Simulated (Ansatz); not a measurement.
Consider the ligand exchange at the Sn–Br bond: `C[CH2][Sn][Br]` + HCl → `C[CH2][Sn][Cl]` + HBr.

Calculated with Ansatz (gas phase, PBE0-D4/def2-TZVP geometries, no zero-point term in ΔE). CCSD(T)/CBS is the MP2 limit (def2-TZVPP, def2-QZVPP) plus CCSD(T) − MP2 in def2-TZVPP, frozen cores. This one scheme is used for every species. DFT in def2-TZVPP. B3LYP here is the variant with VWN-RPA as its local correlation; programs differ in this. def2 core potentials past Kr. For Br, Sn outer-core shells are correlated without core-valence functions, which leaves a few kJ/mol of doubt a bond. Scalar relativity is left out up to krypton. One conformer a species, not always the lowest.

Problem. Is it downhill or uphill in electronic energy at CCSD(T)/CBS, and by how much? (An estimate is asked.)

Solution. Ansatz gave: Uphill: ΔE = +17.1 kJ/mol.

Problem. What do these levels give: B3LYP-D4, r2SCANh-D4, CAM-B3LYP-D4, r2SCAN, B3LYP, RPA@PBE/def2-TZVPP, HF/def2-SVP, CCSD(T)/def2-SVP, HF/def2-TZVPP, CCSD/def2-TZVPP, CCSD(T)/def2-TZVPP, CCSD/CBS(def2)? (Best estimate.)

Solution. The calculation gave: B3LYP-D4 14.3, r2SCANh-D4 15.1, CAM-B3LYP-D4 12.5, r2SCAN 14.3, B3LYP 13.3, RPA@PBE/def2-TZVPP 13.3, HF/def2-SVP 11.1, CCSD(T)/def2-SVP 15.3, HF/def2-TZVPP 16.1, CCSD/def2-TZVPP 15.2, CCSD(T)/def2-TZVPP 15.1, CCSD/CBS(def2) 17.2 kJ/mol.

Largest T1 diagnostic among the species: 0.013.

Leaving LDA and LC-ωPBE aside and taking each functional with its dispersion term where it has one, the values, not all of them listed here, spread over 7.2 kJ/mol, from B97M-V to PBE-QIDH.
